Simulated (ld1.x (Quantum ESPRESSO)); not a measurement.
Transferability test, TM potential for molybdenum

```json
{"Element": "Mo (Z = 42)", "Generator": "ld1.x (Quantum ESPRESSO) 7.5", "Type": "norm-conserving Troullier–Martins (Kleinman–Bylander form)", "Functional": "BLYP", "Relativity": "scalar-relativistic", "Frozen core": "[Ar] 3d10 4s2", "Valence charge": "12", "Reference configuration": "4p6 4d5 5s0 5p1", "Partial waves": "5s (bound, empty): rc 2.25 bohr; 4d (bound): rc 2.30 bohr; 4p (bound): rc 1.10 bohr", "Local potential": "the p channel", "Core correction": "Bessel-smoothed model core, default radius (core density twice the valence density)"}
```

Occupied shells without a wave of their own: 5p. They enter only through the test configuration that unscreens the potential, and ld1.x also counts them in the model core charge.

Energies are relative to the spin-unpolarised reference configuration 4p6 4d5 5s0 5p1; without spin polarisation the order of configurations can differ from experiment.

ld1.x takes every shell without a wave as core, so the model core holds the 5p electrons as well and exchange and correlation see them twice. This cancels in the reference configuration, but the file is broken for other ones, and its errors say nothing about a proper core correction.

```json
{"valence configuration": "4p6 4d5 5s1 5p0", "charge": "0", "ΔE all-electron (eV)": "-3.162", "error AE − PS (meV)": "-24"}
{"valence configuration": "4p6 4d5 5s0 5p0", "charge": "+1", "ΔE all-electron (eV)": "3.773", "error AE − PS (meV)": "-111"}
{"valence configuration": "4p6 4d4 5s0 5p0", "charge": "+2", "ΔE all-electron (eV)": "19.176", "error AE − PS (meV)": "-220"}
{"valence configuration": "4p6 4d4 5s1 5p1", "charge": "0", "ΔE all-electron (eV)": "0.500", "error AE − PS (meV)": "-31"}
{"valence configuration": "4p6 4d6 5s0 5p0", "charge": "0", "ΔE all-electron (eV)": "-2.314", "error AE − PS (meV)": "-25"}
{"valence configuration": "4p6 4d2 5s0 5p0", "charge": "+4", "ΔE all-electron (eV)": "85.225", "error AE − PS (meV)": "-462"}
{"valence configuration": "4p6 4d4 5s2 5p0", "charge": "0", "ΔE all-electron (eV)": "-3.042", "error AE − PS (meV)": "-76"}
```

Levels in the configuration 4p6 4d2 5s0 5p0:

| level | all-electron (eV) | pseudo (eV) |
| --- | --- | --- |
| 4p | -84.469 | -84.644 |
| 4d | -46.187 | -46.297 |

Note: ghost state, extra bound levels that the all-electron valence spectrum of the same l lacks: s at -16.8 eV. A true bound ghost makes a file unfit for plane-wave use.
